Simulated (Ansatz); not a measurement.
Geometry optimisation, RKS CAM-B3LYP/STO-3G in Ansatz 0.2.0.

Input:

```yaml
crystal:
  periodic: [false, false, false]
  atoms:
    - { symbol: "N", position_ang: [1.8547, -1.8465, -0.0432] }
    - { symbol: C, position_ang: [1.0478, -0.5939, 0.1984] }
    - { symbol: O, position_ang: [-0.3068, -0.8249, -0.2361] }
    - { symbol: Si, position_ang: [-1.3431, 0.3528, 0.118] }
    - { symbol: C, position_ang: [-3.06311, 0.26633, -0.54442] }
    - { symbol: O, position_ang: [-3.2038, 0.17175, -1.76831] }
    - { symbol: H, position_ang: [1.732, -2.0096, -1.0425] }
    - { symbol: H, position_ang: [1.3593, -2.543, 0.4136] }
    - { symbol: H, position_ang: [1.5066, 0.2485, -0.3251] }
    - { symbol: H, position_ang: [1.1026, -0.3598, 1.2942] }
    - { symbol: H, position_ang: [-0.69112, 1.70789, -0.1638] }
    - { symbol: H, position_ang: [-1.43316, 0.37632, 1.64011] }
    - { symbol: H, position_ang: [-3.94383, 0.35091, 0.19057] }
basis:
  gaussian: { orbitals: STO-3G }
hamiltonian:
  xc: cam_b3lyp
relax:
  f_tol: 0.015
  max_steps: 40
output:
  orbitals: {}
```

Launched with:

```bash
$ ansatz run input.yaml --threads 1 --pin off --max-ram 2048MiB --backend cpu --events-out ev --progress --plain --runs-dir out
```

**Question.** Where does it end, and by what steps?

**Answer.** It converged. Limits of this set-up: minimal basis. After 13 steps the energy has fallen by 0.910 eV; H12 moved furthest, 0.30 Å.

```json
{"step": "0", "energy less start (eV)": "0.0000", "largest force component (eV/Å)": "4.839", "accepted": "yes"}
{"step": "1", "energy less start (eV)": "-0.7806", "largest force component (eV/Å)": "1.906", "accepted": "yes"}
{"step": "2", "energy less start (eV)": "-0.8702", "largest force component (eV/Å)": "0.689", "accepted": "yes"}
{"step": "3", "energy less start (eV)": "-0.8376", "largest force component (eV/Å)": "1.153", "accepted": "no"}
{"step": "4", "energy less start (eV)": "-0.8929", "largest force component (eV/Å)": "0.336", "accepted": "yes"}
{"step": "5", "energy less start (eV)": "-0.9036", "largest force component (eV/Å)": "0.428", "accepted": "yes"}
{"step": "6", "energy less start (eV)": "-0.8994", "largest force component (eV/Å)": "0.700", "accepted": "no"}
{"step": "7", "energy less start (eV)": "-0.9075", "largest force component (eV/Å)": "0.180", "accepted": "yes"}
{"step": "8", "energy less start (eV)": "-0.9081", "largest force component (eV/Å)": "0.079", "accepted": "yes"}
{"step": "9", "energy less start (eV)": "-0.9091", "largest force component (eV/Å)": "0.049", "accepted": "yes"}
{"step": "10", "energy less start (eV)": "-0.9095", "largest force component (eV/Å)": "0.038", "accepted": "yes"}
{"step": "11", "energy less start (eV)": "-0.9093", "largest force component (eV/Å)": "0.109", "accepted": "no"}
{"step": "12", "energy less start (eV)": "-0.9097", "largest force component (eV/Å)": "0.020", "accepted": "yes"}
{"step": "13", "energy less start (eV)": "-0.9098", "largest force component (eV/Å)": "0.010", "accepted": "yes"}
```

```xyz
13
Properties=species:S:1:pos:R:3
N 1.863 -1.829 -0.106
C 1.032 -0.648 0.293
O -0.325 -0.804 -0.218
Si -1.298 0.543 0.198
C -3.024 0.223 -0.547
O -3.260 -0.047 -1.745
H 1.758 -1.894 -1.154
H 1.323 -2.670 0.235
H 1.531 0.262 -0.112
H 1.057 -0.584 1.406
H -0.738 1.768 -0.329
H -1.420 0.680 1.631
H -3.881 0.295 0.178
```

The run took 42 s on 1 thread of Intel(R) Xeon(R) Platinum 8488C (Sapphire Rapids) (shared host), peak memory 0.21 GiB.
